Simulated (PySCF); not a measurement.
Vertical excitations of a molecule C2H7FSi2 from PySCF with TDA-ωB97X/def2-SVPD, as energy in eV (oscillator strength): 5.87 (0.003), 7.09 (0.723), 7.83 (0.032), 8.01 (0.028), 8.05 (0.005), 8.37 (0.012), 8.58 (0.001), 8.65 (0.000), 8.79 (0.002), 8.82 (0.001). Lowest triplet (TDA): 4.08 eV. Geometry: B3LYP-D3(BJ)/def2-SVP. Other conformers were not sampled.

Task: Identify the compound among the candidates.
(A) C=C(F)[SiH2][SiH3]
(B) FC1[SiH2]C[SiH2]1
(C) F/C=C\[SiH2][SiH3]
(D) F[SiH2]/C=C/[SiH3]

Result: D, F[SiH2]/C=C/[SiH3]
